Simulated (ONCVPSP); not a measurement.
# Configuration tests for potassium (K) (ONCV)

K (Z = 19), optimised norm-conserving Vanderbilt (ONCV), made with ONCVPSP 4.0.1 (PBE, scalar-relativistic). Core [Ne], reference 3s2 3p6 4s1. Waves: 3s+4s: rc 2.15 bohr, ncon 3, nbas 6, qcut 5.1 1/bohr, 2 projectors; 3p: rc 1.65 bohr, ncon 4, nbas 7, qcut 9.2 1/bohr, 2 projectors, debl 2.1 Ha; d scattering state at 0.12 Ha: rc 1.85 bohr, ncon 3, nbas 7, qcut 5.4 1/bohr, 1 projector. Local part: polynomial inside 1.55 bohr (lpopt 5, dvloc0 -1 Ha). Core correction: polynomial model core, fcfact 0.4.

Energies are relative to the spin-unpolarised reference configuration 3s2 3p6 4s1; without spin polarisation the order of configurations can differ from experiment.

```json
{"valence configuration": "3s2 3p6 4s0.5", "charge": "+0.5", "ΔE all-electron (eV)": "1.641", "error AE − PS (meV)": "-0.1"}
{"valence configuration": "3s2 3p6 4s0 4p1", "charge": "0", "ΔE all-electron (eV)": "1.553", "error AE − PS (meV)": "-0.1"}
```

Task: What are ΔE and the potential's error for 3s2 3p6 4s0?

Result: ΔE = 4.314 eV all-electron; the error (AE − PS) is -0.3 meV.

Task: What are ΔE and the potential's error for 3s1 3p6 4s1?

Result: ΔE = 41.994 eV all-electron; the error (AE − PS) is -211 meV.

Levels in the configuration 3s2 3p6 4s0:

```csv
level,all-electron (eV),pseudo (eV)
3s,-41.452,-41.463
3p,-24.884,-24.886
```
